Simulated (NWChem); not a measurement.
CdHCl; SMILES [CdH][Cl]

def2 effective core potentials on Cd; no spin-orbit coupling.

Q: Give the equilibrium geometry at PBE0-D3(BJ)/def2-TZVP with def2 effective core potentials on Cd (NWChem) as a Z-matrix, with the point group.

A: point group C*v; any orientation.
```
Cd
H 1 1.6485
Cl 1 2.2851 2 179.99
```
